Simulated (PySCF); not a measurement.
Start geometry of silicon trifluoride radical (`F[Si](F)F`) from GFN2-xTB (Å):
```
atom  x, y, z in Å
F1     1.4560   -0.0331   -0.1731
Si2    0.0047    0.0009    0.4765
F3    -0.6888    1.2776   -0.1712
F4    -0.7514   -1.2358   -0.1779
```

Problem. What comes out of this run: PBE0-D3(BJ)/def2-SVP geometry optimisation, gas phase (PySCF)?

Solution. 
```
atom  x, y, z in Å
F1     1.4655   -0.0077   -0.3798
Si2    0.0703   -0.0037    0.4196
F3    -0.7440    1.3090   -0.0271
F4    -0.7712   -1.2880   -0.0583
```

The energy falls by 8.0 kJ/mol over 14 energy and gradient evaluations, the largest force component goes from 0.0178 to 9.8e-05 Eh/bohr, and the atoms move by 0.051 Å rms after alignment. Among the bonds, F1–Si2, Si2–F3 and Si2–F4 change most and about equally (+0.017 to +0.018 Å). Bonds longer at the end by more than 0.005 Å: 3 of 3; shorter: 0. Among the angles that change most is F3–Si2–F4, from 104.4° to 107.7°. Rotational constants go from 7437, 7433, 4209 to 7182, 7175, 3944 MHz. The orientation of the end geometry is arbitrary; only internal coordinates are fixed.

The run used 60 basis functions and 81 SCF cycles in all.

No frequency check. ⟨S²⟩ = 0.751 (exact for a doublet: 0.75).
